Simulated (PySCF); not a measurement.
Dipole moment (D) of eight silicon and germanium compounds: PBE beside r2SCAN, computed with PySCF for isolated molecules in the bases named; differences from unrounded values. The eight are the first of their class met in an unordered collection, after screening for sound electronic states; none was chosen by its value, except that the dipole had to exceed 0.05 D. Each molecule has one DFT geometry for both levels.

| molecule | basis | r2SCAN |
|---|---|---|
| C3H6OSi, SMILES [SiH3][C@@H]1C=CO1 | def2-TZVP | 1.12 |
| CH6O3Si2, SMILES [SiH2](C(=O)[SiH2]O)O | def2-TZVP | 0.99 |
| C₂H₅FO₂Si, SMILES C(O[Si@@H](F)C)=O | def2-TZVP | 0.81 |
| Ge(AsH2)(F)3 (AsF₃GeH₂), SMILES [F][Ge]([F])([AsH2])[F] | def2-TZVP | 3.70 |
| CH₅ClFNSi, SMILES [Si@@H](Cl)(CN)F | def2-TZVP | 1.52 |
| Si(H)(Cl)(Et)(NH2) (C₂H₈ClNSi), SMILES CC[SiH](N)Cl | def2-TZVP | 2.04 |
| CH12N2Si3, SMILES N[SiH](N)C[SiH2][SiH3] | def2-TZVP | 1.66 |
| C₂H₁₀N₂Si₂, SMILES C/C(=N\[SiH3])[SiH2]N | def2-TZVP | 0.96 |

Q: Estimate the PBE values and say how PBE differs from r2SCAN over the set. (An estimate is asked for; the answer gives what the named calculation found.)

A: 
```tsv
molecule	PBE	difference
C3H6OSi, SMILES [SiH3][C@@H]1C=CO1	1.05	-0.06
CH6O3Si2, SMILES [SiH2](C(=O)[SiH2]O)O	0.91	-0.09
C₂H₅FO₂Si, SMILES C(O[Si@@H](F)C)=O	0.82	0.00
Ge(AsH2)(F)3 (AsF₃GeH₂), SMILES [F][Ge]([F])([AsH2])[F]	3.66	-0.04
CH₅ClFNSi, SMILES [Si@@H](Cl)(CN)F	1.51	-0.01
Si(H)(Cl)(Et)(NH2) (C₂H₈ClNSi), SMILES CC[SiH](N)Cl	2.01	-0.03
CH12N2Si3, SMILES N[SiH](N)C[SiH2][SiH3]	1.68	0.02
C₂H₁₀N₂Si₂, SMILES C/C(=N\[SiH3])[SiH2]N	0.89	-0.07
```
PBE lies below r2SCAN in 6 and above it in 1 of the eight; the mean signed difference is -0.04 and the largest -0.09 D.
